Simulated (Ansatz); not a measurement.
```yaml
crystal:
  periodic: [false, false, false]
  atoms:
    - {symbol: P, position_ang: [-1.389866, 0.674713, -0.150579]}
    - {symbol: N, position_ang: [-0.072085, 0.118973, 0.763674]}
    - {symbol: Zn, position_ang: [1.443200, -0.711077, 0.170859]}
    - {symbol: H, position_ang: [-1.652584, -0.438110, -1.006196]}
    - {symbol: H, position_ang: [-0.744811, 1.387171, -1.206981]}
    - {symbol: H, position_ang: [-0.212582, 0.300088, 1.744243]}
    - {symbol: H, position_ang: [2.690028, -1.399858, -0.360819]}
basis:
  gaussian: {orbitals: def2-TZVPP}
hamiltonian: {xc: {name: wB97X-D}}
```

```sh
$ ansatz run in.yaml --threads 2 --pin off --events-out ev --progress --plain --max-ram 4352MiB
```

Shortened log:

```
Error: YAML parse error: error: line 13 column 19: hamiltonian.xc: no functional is named "wB97X-D"; the names, which are not case-sensitive, are SVWN5, SPW92, PBE, PBE0, PBEsol, revPBE, revPBE0, RPBE, rPW86-PBE, HSE06, wPBEh, LC-wPBE, HISS, HF, BLYP, B3LYP, B3LYP5, BHLYP, CAM-B3LYP, r2SCAN, r2SCANh, r2SCAN0, r2SCAN50, m-r2SCAN, B97, wB97, wB97X, wB97X-V, B97M-V, wB97M-V, B2PLYP, B2GP-PLYP, PBE0-DH, PBE-QIDH
11 | basis:
12 |   gaussian: {orbitals: def2-TZVPP}
13 | hamiltonian: {xc: {name: wB97X-D}}
```

Q: Something in this input is off. What?

A: The method's name isn't one that the program takes here. The program refused the input.

HSE06 is defined as in plane-wave codes.
